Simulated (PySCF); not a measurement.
AlH4P.

```xyz
6

Al     1.1976    -0.0105     0.0000
H      1.9836     0.0148    -1.3892
H      1.9836     0.0148     1.3892
P     -1.1333     0.1194     0.0000
H     -1.2682    -0.8420    -1.0513
H     -1.2682    -0.8420     1.0513
```
Charge 0, spin multiplicity 1.

Geometry: PBE-D3(BJ)/def2-TZVP.

All values below come from PBE0/pcSseg-2 (PySCF). Non-relativistic, no solvent.

Computed absolute GIAO shielding of each atom: isotropic value and principal components (ppm):
```json
[
 {"atom": "Al1", "σ(iso)": "249.1", "σ11": "114.5", "σ22": "245.7", "σ33": "386.9", "span": "272.4"},
 {"atom": "H2", "σ(iso)": "25.4", "σ11": "23.1", "σ22": "24.1", "σ33": "28.9", "span": "5.8"},
 {"atom": "H3", "σ(iso)": "25.4", "σ11": "23.1", "σ22": "24.1", "σ33": "28.9", "span": "5.8"},
 {"atom": "P4", "σ(iso)": "581.5", "σ11": "544.4", "σ22": "563.9", "σ33": "636.3", "span": "91.9"},
 {"atom": "H5", "σ(iso)": "29.6", "σ11": "25.3", "σ22": "26.4", "σ33": "37.0", "span": "11.6"},
 {"atom": "H6", "σ(iso)": "29.6", "σ11": "25.3", "σ22": "26.4", "σ33": "37.0", "span": "11.6"}
]
```
